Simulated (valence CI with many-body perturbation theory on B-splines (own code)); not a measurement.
E1 transitions of Te2+

Calculated by valence CI with perturbative core correlation (CI+MBPT): four valence electrons over a frozen Dirac-Fock core [Kr] 4d10, radial functions for each j: 11 s, 11 p, 9 d, 7 f, 5 g, 2 h, 1 i, with the one-electron correlation potential Σ1, the two-electron term Σ2, the three-electron term Σ3, Breit, model QED; selected CI, second order for the rest, scaled by the run's own slope (own B-spline code, finite nucleus).

Set against measurement, 45 paired levels are off by 178 cm⁻¹ on average, the worst by 974. These come from a selection out of Zhang, Palmeri, Quinet and Biemont, Astron. Astrophys. 551, A136 (2013). Levels without a partner in it may be off by more. Among the levels kept, up to 270 cm⁻¹ of a level comes from second order outside the variational space, and about a tenth of that is noise between levels of different J, which matters for small intervals. 7 measured levels below the end of the list, from 114216 cm⁻¹ on, found no clear computed partner, and computed levels of the same name lie up to 1987 cm⁻¹ from them.

Lines 51 to 100 of 284 in falling wavelength, among levels below 173861 cm⁻¹, chosen from the strongest by gf and those to the six lowest levels. Wavelengths and rates use the calculated energies, so an error of 200 cm⁻¹ moves a line at 410.4 nm by 0.82 % and its rate by three times that or more. Electric multipoles are in the length gauge, E1 and E2 with the static RPA response of the core. Weak lines are less certain than strong ones. Lines between different terms over intervals too small for the method are left out, as are lines whose strength nearly cancels. Where a level lies close to another of its J and parity, the split of strength between their lines is uncertain. The highest levels of a list are the least certain.

Names give the largest LS component (configuration and term), which can be under half, so a name can repeat, a term be missing and a line seem to break the LS rules; names also repeat where a configuration has a term twice. Letters in brackets count levels of one name in rising energy.

| λ vac (nm) | λ from measured levels | Upper | Lower | A (s⁻¹) | S (a.u.) with core polarisation | S without |
| --- | --- | --- | --- | --- | --- | --- |
| 410.4 | 406.5 | 5s²5p6p ³D_2 | 5s²5p6s ³P°_1 | 1.49e+08 | 2.53e+01 | 2.58e+01 |
| 410.4 | 407.7 | 5s²5p6p ³D_3 | 5s²5p6s ³P°_2 [a] | 7.01e+07 | 1.67e+01 | 1.69e+01 |
| 409.2 | 405.7 | 5s²5p6p ³P_1 [a] | 5s²5p6s ³P°_0 | 1.15e+08 | 1.16e+01 | 1.18e+01 |
| 402.8 |  | 5s²5p6p ³S_1 | 5s²5p6s ³P°_2 [b] | 1.10e+08 | 1.06e+01 | 1.08e+01 |
| 401.6 |  | 5s²5p6p ¹D_2 | 5s²5p6s ¹P°_1 | 6.67e+07 | 1.07e+01 | 1.09e+01 |
| 384.5 |  | 5s²5p6p ¹D_2 | 5s²5p6s ³P°_2 [b] | 1.42e+07 | 2.00e+00 | 2.03e+00 |
| 384.0 | 369.9 | 5s²5p7s ³P°_2 | 5s²5p6p ¹D_2 | 3.30e+07 | 4.61e+00 | 4.59e+00 |
| 383.4 | 384.4 | 5s²5p6p ³D_2 | 5s²5p5d ³F°_3 | 1.08e+08 | 1.50e+01 | 1.48e+01 |
| 380.9 | 379.1 | 5s²5p6p ³S_1 | 5s²5p6s ³P°_2 [a] | 2.79e+07 | 2.28e+00 | 2.36e+00 |
| 378.2 |  | 5s²5p7s ¹P°_1 | 5s²5p6p ¹D_2 | 1.64e+08 | 1.31e+01 | 1.30e+01 |
| 367.3 | 354.4 | 5s²5p7s ³P°_2 | 5s²5p6p ³S_1 | 3.28e+07 | 4.01e+00 | 3.96e+00 |
| 363.9 | 364.5 | 5s²5p6d ¹D°_2 | 5s²5p6p ¹D_2 | 2.54e+07 | 3.02e+00 | 3.03e+00 |
| 363.7 | 365.0 | 5s²5p6p ³P_1 [a] | 5s²5p5d ³F°_2 | 4.96e+07 | 3.54e+00 | 3.49e+00 |
| 359.3 | 346.9 | 5s²5p7s ³P°_0 | 5s²5p6p ³P_1 [a] | 2.84e+08 | 6.50e+00 | 6.45e+00 |
| 359.0 | 346.4 | 5s²5p7s ³P°_1 | 5s²5p6p ³D_2 | 2.10e+08 | 1.44e+01 | 1.42e+01 |
| 358.9 | 345.6 | 5s²5p7s ³P°_1 | 5s²5p6p ³P_0 | 3.93e+07 | 2.69e+00 | 2.66e+00 |
| 356.3 | 343.9 | 5s²5p7s ³P°_1 | 5s²5p6p ³P_1 [a] | 3.57e+07 | 2.39e+00 | 2.38e+00 |
| 352.7 | 355.3 | 5s²5p6p ³D_1 | 5s5p³ ³P°_2 [b] | 4.66e+07 | 3.03e+00 | 2.99e+00 |
| 349.7 |  | 5s²5p6p ¹D_2 | 5s²5p5d ¹P°_1 | 6.04e+07 | 6.38e+00 | 6.50e+00 |
| 348.9 |  | 5s²5p6p ³D_3 | 5s²5p5d ³F°_4 | 1.51e+08 | 2.21e+01 | 2.18e+01 |
| 346.1 | 345.0 | 5s²5p6d ³P°_2 [b] | 5s²5p6p ¹D_2 | 6.26e+07 | 6.41e+00 | 6.47e+00 |
| 345.6 | 343.9 | 5s²5p6d ³F°_2 | 5s²5p6p ³D_2 | 5.14e+07 | 5.24e+00 | 5.29e+00 |
| 343.5 | 332.6 | 5s²5p7s ³P°_2 | 5s²5p6p ³D_3 | 1.77e+08 | 1.77e+01 | 1.75e+01 |
| 343.2 | 341.4 | 5s²5p6d ³F°_2 | 5s²5p6p ³P_1 [a] | 2.09e+07 | 2.08e+00 | 2.10e+00 |
| 340.7 | 329.5 | 5s²5p7s ³P°_2 | 5s²5p6p ³P_2 | 1.43e+08 | 1.40e+01 | 1.39e+01 |
| 339.1 |  | 4f5s²5p ¹D_2 | 5s5p³ ¹P°_1 | 5.60e+07 | 5.39e+00 | 5.38e+00 |
| 332.4 | 331.5 | 5s²5p6d ³P°_2 [b] | 5s²5p6p ³S_1 | 2.00e+08 | 1.81e+01 | 1.82e+01 |
| 331.6 |  | 5s5p²5d ³P_2 | 5s5p³ ¹P°_1 | 2.88e+07 | 2.59e+00 | 2.57e+00 |
| 331.0 | 330.7 | 5s²5p6d ¹F°_3 | 5s²5p6p ¹D_2 | 3.70e+08 | 4.64e+01 | 4.69e+01 |
| 330.5 | 329.4 | 5s²5p6d ³P°_1 | 5s²5p6p ³S_1 | 2.45e+08 | 1.31e+01 | 1.32e+01 |
| 329.7 | 328.8 | 5s²5p6d ³P°_2 [a] | 5s²5p6p ³D_2 | 3.82e+07 | 3.38e+00 | 3.41e+00 |
| 328.9 | 328.4 | 5s²5p6d ³F°_3 | 5s²5p6p ³D_2 | 4.21e+08 | 5.17e+01 | 5.22e+01 |
| 328.1 | 326.9 | 5s²5p6d ³P°_0 | 5s²5p6p ³S_1 | 3.25e+08 | 5.66e+00 | 5.71e+00 |
| 327.5 | 326.5 | 5s²5p6d ³P°_2 [a] | 5s²5p6p ³P_1 [a] | 3.64e+08 | 3.16e+01 | 3.18e+01 |
| 326.7 |  | 5s²5p6d ³F°_4 | 5s²5p6p ³D_3 | 4.38e+08 | 6.79e+01 | 6.85e+01 |
| 325.2 | 315.2 | 5s²5p7s ³P°_2 | 5s²5p6p ³P_1 [b] | 2.80e+07 | 2.38e+00 | 2.36e+00 |
| 324.7 | 325.2 | 5s²5p6d ¹D°_2 | 5s²5p6p ³P_2 | 1.02e+08 | 8.63e+00 | 8.67e+00 |
| 322.9 | 321.8 | 5s²5p6d ³D°_1 | 5s²5p6p ³P_0 | 2.36e+08 | 1.18e+01 | 1.19e+01 |
| 322.0 | 321.3 | 5s²5p6d ³D°_3 | 5s²5p6p ³D_3 | 1.49e+08 | 1.72e+01 | 1.73e+01 |
| 321.0 |  | 5s²5p7s ¹P°_1 | 5s²5p6p ³P_1 [b] | 1.86e+08 | 9.10e+00 | 9.06e+00 |
| 320.9 | 320.3 | 5s²5p6d ³D°_1 | 5s²5p6p ³P_1 [a] | 3.98e+07 | 1.95e+00 | 1.96e+00 |
| 319.6 | 318.4 | 5s²5p6d ³D°_3 | 5s²5p6p ³P_2 | 2.82e+08 | 3.17e+01 | 3.20e+01 |
| 319.1 | 309.4 | 5s²5p7s ³P°_0 | 5s²5p6p ³D_1 | 1.20e+08 | 1.92e+00 | 1.90e+00 |
| 316.8 | 306.9 | 5s²5p7s ³P°_1 | 5s²5p6p ³D_1 | 1.08e+08 | 5.10e+00 | 5.05e+00 |
| 312.8 | 312.4 | 5s²5p6d ³P°_2 [b] | 5s²5p6p ³D_3 | 4.11e+07 | 3.11e+00 | 3.15e+00 |
| 310.6 | 311.3 | 5s²5p6d ¹D°_2 | 5s²5p6p ³P_1 [b] | 2.89e+08 | 2.14e+01 | 2.16e+01 |
| 310.5 | 309.6 | 5s²5p6d ³P°_2 [b] | 5s²5p6p ³P_2 | 1.11e+08 | 8.19e+00 | 8.29e+00 |
| 308.8 | 307.7 | 5s²5p6d ³P°_1 | 5s²5p6p ³P_2 | 1.03e+08 | 4.50e+00 | 4.55e+00 |
| 306.4 | 305.0 | 5s²5p6d ³F°_2 | 5s²5p6p ³D_1 | 3.85e+08 | 2.73e+01 | 2.76e+01 |
| 305.7 |  | 4f5s²5p ³G_4 | 5s²5p5d ³D°_3 | 5.98e+07 | 7.59e+00 | 7.60e+00 |
